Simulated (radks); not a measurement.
The numbers below are computed, except where a source is named.
Excited configurations of the tungsten ion W+: one electron is placed in a higher orbital outside [Xe] 4f14 5d4. The ground configuration is [Xe] 4f14 5d4 6s1. Code: a radial shooting solver on a logarithmic mesh with Libxc functionals. Model: scalar-relativistic Kohn-Sham, LDA (Slater exchange, Perdew-Wang correlation), spin-polarised, spherical densities, finite nucleus; open shells are filled with parallel spins first (spin-orbit coupling, left out, can overturn this in heavy ions); Fermi nuclear charge, rms radius 5.3658 fm. Excitation = E - E(ground); binding = E(ion) - E, where the ion is the core of charge +2; n* = 2/sqrt(2 binding) in atomic units, and the quantum defect is n - n*.

| outer orbital | excitation (eV) | binding (eV) | n* | quantum defect | eigenvalue (eV) | <r> (bohr) |
|---|---|---|---|---|---|---|
| 5f | 13.048 | 3.698 | 3.836 | 1.164 | -2.605 | 7.983 |
| 6p | 5.805 | 10.942 | 2.230 | 3.770 | -8.257 | 3.710 |
| 6d | 11.223 | 5.523 | 3.139 | 2.861 | -4.100 | 6.255 |
| 7s | 10.085 | 6.661 | 2.858 | 4.142 | -5.312 | 6.454 |
| 7p | 11.610 | 5.136 | 3.255 | 3.745 | -4.062 | 7.940 |
| 7d | 13.465 | 3.281 | 4.073 | 2.927 | -2.561 | 11.63 |
| 7f | 14.967 | 1.780 | 5.530 | 1.470 | -1.397 | 21.10 |

Estimate the row for 6f.

Answer. excitation (eV) 14.239; binding (eV) 2.507; n* 4.659; quantum defect 1.341; eigenvalue (eV) -1.896; <r> (bohr) 13.80. The Delta-SCF ionisation energy is 16.746 eV (NIST Atomic Spectra Database: 16.4 eV, semi-empirical). Self-interaction in the functional shifts the binding energies and quantum defects, so they are the method's values and not measured ones. Open shells are spherical and high-spin; term and fine-structure splittings are not resolved. Spin-orbit splitting is averaged out at the scalar-relativistic level.
